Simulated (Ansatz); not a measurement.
One change: `NB(Cl)CO` becomes `NB(Cl)Cl`.

Ansatz, PBE0-D4/def2-TZVP geometries, multiplicity 1. Each molecule was computed in one conformer, which needn't be the lowest.

| property | `NB(Cl)CO` |
| --- | --- |
| size of the dipole moment (ωB97M-V/def2-TZVPP) / D | 2.05 |
| LUMO energy (ωB97M-V/def2-TZVPP) / eV | 1.83 |
| HOMO–LUMO gap (PBE0/def2-TZVPP) / eV | 8.06 |
| LUMO energy (PBE/def2-TZVPP) / eV | -0.52 |
| size of the dipole moment (B3LYP/def2-TZVPP) / D | 2.04 |
| HOMO energy (PBE/def2-TZVPP) / eV | -6.05 |

(1) What does the change do to each property? (Estimate.)

Answers

(1) The calculation gave: 
```json
{"property": "size of the dipole moment (ωB97M-V/def2-TZVPP) / D", "`NB(Cl)Cl`": "2.77", "shift": "0.72"}
{"property": "LUMO energy (ωB97M-V/def2-TZVPP) / eV", "`NB(Cl)Cl`": "2.09", "shift": "0.26"}
{"property": "HOMO–LUMO gap (PBE0/def2-TZVPP) / eV", "`NB(Cl)Cl`": "8.75", "shift": "0.69"}
{"property": "LUMO energy (PBE/def2-TZVPP) / eV", "`NB(Cl)Cl`": "-0.82", "shift": "-0.30"}
{"property": "size of the dipole moment (B3LYP/def2-TZVPP) / D", "`NB(Cl)Cl`": "2.77", "shift": "0.73"}
{"property": "HOMO energy (PBE/def2-TZVPP) / eV", "`NB(Cl)Cl`": "-7.16", "shift": "-1.11"}
```

With PBE0 the HOMO falls by 0.92 eV and the LUMO falls by 0.24 eV, so the gap widens by about 0.68 eV. PBE moves the HOMO by -1.11 eV and ωB97M-V by -0.84 eV. Dipoles are sizes alone; their direction can turn.

B3LYP here is the variant with VWN-RPA as its local correlation; programs differ in this.
